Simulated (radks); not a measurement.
Results of a calculation; reference values are marked as such.
Problem. All-electron atom: Ga2+ in [Ar] 3d10 4s1. Code: a radial shooting solver on a logarithmic mesh with Libxc functionals. Model: scalar-relativistic Kohn-Sham, PBE, spin-polarised, spherical densities, point nucleus; open shells are filled with parallel spins first. Some entries of the table are withheld. Estimate them.

orbital  occ.  eigenvalue (hartree)  r(max) (bohr)
1s up       1             -376.6997        0.03178
1s down     1             -376.6974        0.03178
2s up       1             -47.13145         0.1824
2s down     1             -47.13096         0.1824
2p up       3             -41.12469         0.1464
2p down     3             -41.12384         0.1464
3s up       1                   (1)         0.5646
3s down     1                   (2)         0.5646
3p up       3              -4.38097         0.5670
3p down     3              -4.37721         0.5670
3d up       5              -1.44976         0.5339
3d down     5              -1.44035         0.5332
4s up       1              -0.98100            (3)
4s down     0              -0.92955            (4)

Solution. 
(1) 3s up eigenvalue (hartree): -6.19087
(2) 3s down eigenvalue (hartree): -6.18814
(3) 4s up r(max) (bohr): 1.780
(4) 4s down r(max) (bohr): 1.775
